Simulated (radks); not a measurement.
Values are calculated unless marked as measured or tabulated.
Xe IV, 51 electrons, occupied as [Kr] 4d10 5s2 5p3. Level of theory: scalar-relativistic Kohn-Sham, PBE, spin-polarised, spherical densities, finite nucleus; open shells are filled with parallel spins first (spin-orbit coupling, left out, can overturn this in heavy ions); Fermi nuclear charge, rms radius 4.7859 fm (a radial shooting solver on a logarithmic mesh with Libxc functionals).

Radial electron density D(r) = 4 pi r^2 rho(r):

| r (bohr) | D(r) (e/bohr) | spin D(r) |
|---|---|---|
| 0.002271 | 8.257 | -0.0000858 |
| 0.002644 | 10.49 | -0.000103 |
| 0.003078 | 13.23 | -0.000119 |
| 0.003555 | 16.37 | -0.000129 |
| 0.004138 | 20.32 | -0.000129 |
| 0.004817 | 24.96 | -0.000104 |
| 0.005608 | 30.30 | -0.0000338 |
| 0.006477 | 35.95 | 0.000107 |
| 0.00754 | 42.39 | 0.000390 |
| 0.008778 | 49.08 | 0.000896 |
| 0.01014 | 55.30 | 0.00170 |
| 0.0118 | 61.28 | 0.00310 |
| 0.01374 | 66.12 | 0.00532 |
| 0.01599 | 69.28 | 0.00876 |
| 0.01847 | 70.38 | 0.0136 |
| 0.0215 | 69.50 | 0.0208 |
| 0.02503 | 66.96 | 0.0308 |
| 0.02891 | 63.97 | 0.0430 |
| 0.03366 | 61.64 | 0.0585 |
| 0.03918 | 61.76 | 0.0753 |
| 0.04562 | 65.46 | 0.0907 |
| 0.05268 | 72.18 | 0.0999 |
| 0.06133 | 81.02 | 0.0990 |
| 0.0714 | 88.54 | 0.0829 |
| 0.08245 | 91.37 | 0.0540 |
| 0.09599 | 88.05 | 0.0172 |
| 0.1117 | 79.47 | -0.00874 |
| 0.1301 | 70.07 | -0.00231 |
| 0.1502 | 65.32 | 0.0447 |
| 0.1749 | 67.23 | 0.125 |
| 0.2036 | 73.54 | 0.194 |
| 0.2352 | 77.16 | 0.199 |
| 0.2738 | 72.31 | 0.126 |
| 0.3187 | 58.01 | 0.0250 |
| 0.371 | 40.61 | 0.00628 |
| 0.4285 | 28.95 | 0.129 |
| 0.4988 | 25.47 | 0.348 |
| 0.5807 | 27.96 | 0.480 |
| 0.6707 | 29.88 | 0.386 |
| 0.7807 | 27.45 | 0.118 |
| 0.9089 | 21.08 | -0.0470 |
| 1.058 | 14.09 | 0.167 |
| 1.222 | 9.231 | 0.745 |
| 1.423 | 6.365 | 1.50 |
| 1.656 | 4.865 | 2.02 |
| 1.913 | 3.754 | 2.06 |
| 2.227 | 2.530 | 1.62 |
| 2.592 | 1.403 | 0.994 |
| 3.018 | 0.6194 | 0.472 |
| 3.485 | 0.2268 | 0.184 |
| 4.057 | 0.05968 | 0.0511 |
| 4.723 | 0.01126 | 0.0101 |
| 5.455 | 0.001628 | 0.00151 |
| 6.35 | 0.0001385 | 0.000132 |

D(r) has 4 maxima, at r = 0.0186, 0.0825, 0.237, 0.671 bohr, and minima at 0.0362, 0.155, 0.491 bohr, inside which lie 1.98, 11.16, 28.91 electrons.
